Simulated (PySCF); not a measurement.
**Two-component Hartree-Fock for Tm(39+) (thulium, charge +39)**

Start: [Ar] 3d10 4s2. Calculated with PySCF 2.14 in an even-tempered Gaussian basis (16 s from 4.6 bohr⁻², ratio 2.8; 13 p from 5.9 bohr⁻², ratio 2.8; 8 d from 11 bohr⁻², ratio 2.8; 4 f from 25 bohr⁻², ratio 3): generalised Hartree-Fock with the X2C-1e Hamiltonian and a Gaussian nucleus; one run each with spin-orbit coupling (SO) switched off, then screened by Boettger's factors.

| spinor shell | electrons | ε, spin-free (eV) | ε, screened SO (eV) | weight of nominal j (screened SO) | rms radius, screened SO (bohr) |
| --- | --- | --- | --- | --- | --- |
| 1s1/2 | 2 | -61477.3 | -61464.0 | 1.000 | 0.0227 |
| 2s1/2 | 2 | -11951.3 | -11947.4 | 1.000 | 0.0916 |
| 2p1/2 | 2 | -10758.4 | -11456.9 | 1.000 | 0.0781 |
| 2p3/2 | 4 | -10758.4 | -10467.9 | 1.000 | 0.0850 |
| 3s1/2 | 2 | -4006.6 | -4005.6 | 1.000 | 0.233 |
| 3p1/2 | 2 | -3635.7 | -3791.8 | 1.000 | 0.223 |
| 3p3/2 | 4 | -3635.7 | -3570.1 | 1.000 | 0.237 |
| 3d3/2 | 4 | -3193.4 | -3222.1 | 1.000 | 0.208 |
| 3d5/2 | 6 | -3193.4 | -3173.8 | 1.000 | 0.211 |
| 4s1/2 | 2 | -1877.1 | -1876.9 | 1.000 | 0.489 |

| quantity | spin-free | screened SO |
| --- | --- | --- |
| E (hartree) | -12613.01081 | -12624.55372 |
| M_J | 0 | 0 |
| ⟨J²⟩ | 0.000 | 0.000 |
| ⟨L²⟩ | 0.000 | 0.045 |
| ⟨S²⟩ | 0.000 | 0.045 |

Breit and QED terms are absent; they matter most for the inner s and p1/2 levels.

Densities and radii are taken from the X2C orbitals without a picture-change correction, which distorts them close to the nucleus.

Without spin-orbit coupling the j labels of p, d and f shells carry no meaning; the spin-free column gives the mean over the occupied spinors of each nl shell.
